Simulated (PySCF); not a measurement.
C2H6N, SMILES CC[NH], multiplicity 2.

Geometry optimised at B3LYP-D3(BJ)/def2-TZVP. The isomer is the one that the SMILES or the coordinates give; other isomers of the formula were not compared. Other conformers were not sampled.

Computed with PySCF with B3LYP-D3(BJ)/def2-TZVP.

Harmonic, unscaled wavenumbers; measured fundamentals usually lie a few per cent lower.

| mode | ν (cm⁻¹) | IR (km/mol) | moving atoms (share of kinetic energy) |
|---|---|---|---|
| 1 | 218 | 15.4 | H 83 %, N 11 % |
| 2 | 313 | 54.3 | H 95 % |
| 3 | 422 | 12.1 | C 35 %, H 33 %, N 32 % |
| 4 | 731 | 2.6 | H 83 %, C 15 % |
| 5 | 896 | 0.5 | C 44 %, H 33 %, N 23 % |
| 6 | 1021 | 2.0 | H 79 %, C 19 % |
| 7 | 1028 | 26.3 | H 58 %, C 37 % |
| 8 | 1074 | 1.6 | H 39 %, C 38 %, N 23 % |
| 9 | 1247 | 27.8 | H 73 %, C 21 % |
| 10 | 1264 | 0.1 | H 82 %, C 18 % |
| 11 | 1393 | 3.1 | H 77 %, C 20 % |
| 12 | 1419 | 8.7 | H 83 %, C 16 % |
| 13 | 1436 | 7.1 | H 77 %, C 22 % |
| 14 | 1490 | 6.8 | H 97 % |
| 15 | 1500 | 5.7 | H 96 % |
| 16 | 2924 | 30.0 | H 95 % |
| 17 | 2934 | 27.7 | H 91 %, C 9 % |
| 18 | 3038 | 19.6 | H 97 % |
| 19 | 3102 | 25.1 | H 91 %, C 9 % |
| 20 | 3107 | 25.3 | H 91 %, C 9 % |
| 21 | 3375 | 8.4 | H 93 % |
